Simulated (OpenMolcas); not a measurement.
# Ti3+ in a point-charge field

Ti3+ among 4 point charges of -1.5 e arranged as a tetrahedron (Td), 2.1 Å from the ion.
```
   1.2124    1.2124    1.2124  -1.50
   1.2124   -1.2124   -1.2124  -1.50
  -1.2124    1.2124   -1.2124  -1.50
  -1.2124   -1.2124    1.2124  -1.50
```

```yaml
Program: OpenMolcas 26.06
Method: "SS-CASPT2, IPEA 0.25 Eh, imaginary shift 0.1 Eh (closed shells correlated: 3s 3p)"
Basis: ANO-RCC-VDZP [5s4p2d1f]
Scalar_Hamiltonian: DKH2, point nucleus
Active_space: 1 electron in 5 orbitals (3d)
State_averaging: 2S+1 = 2 even, 5 roots
Spin-orbit_coupling: RASSI with atomic mean-field integrals over the reference wave functions
```

The lowest spin-free states (labels of Td), above the lowest:

| State | Degeneracy | E (cm-1) | Free-ion L (%) |
| --- | --- | --- | --- |
| 2E | 2 | 0 | D (100) |
| 2T2 | 3 | 1690 | D (100) |

The lowest levels with spin-orbit coupling:

```tsv
E (cm-1)	Degeneracy	Label	2S+1	g
0	4	Γ8	2	
1660	4	Γ8	2	
1860	2	Γ7	2	1.99 1.99 1.99
```

Powder χT (cm3 K/mol): 0.258 at 2 K, 0.263 at 10 K, 0.287 at 50 K, 0.316 at 100 K, 0.376 at 200 K, 0.435 at 300 K. The effective moment at 300 K is 2.828 √(χT) = 1.86 μB.

The lowest level has 2S+1 = 2, for which the spin-only value is χT = S(S+1) / 2 = 0.375 cm3 K/mol (g = 2). The computed 0.435 at 300 K differs by +0.060, through orbital momentum, spin-orbit coupling and any other state in reach.

The gap between the two states is 10Dq = -1695 cm-1 (negative for this site).

Roots that are degenerate in the reference are averaged as groups; the widest CASPT2 spread within a group is 110 cm-1 (the 3-fold group of multiplicity 2 near 1690 cm-1 above the lowest state of its run). Shifts and gaps below about the spread of the groups concerned are not significant. An orbital doublet at a regular site is open to a Jahn-Teller distortion, which this geometry leaves out. The ground term spreads over less than 5000 cm-1, several times less than with real ligands, so orbital moments are less quenched and χT lies further from the spin-only value than at real sites. Free-ion shares, where given, are those of the reference states; single-state CASPT2 does not remix them. Point charges carry no covalency, so the field is a model and not that of real ligands. No measured value stands beside these numbers.

The CASPT2 steps took 0.57 s on 1 thread of Arm Neoverse V1 (shared host); the integral step is not counted.
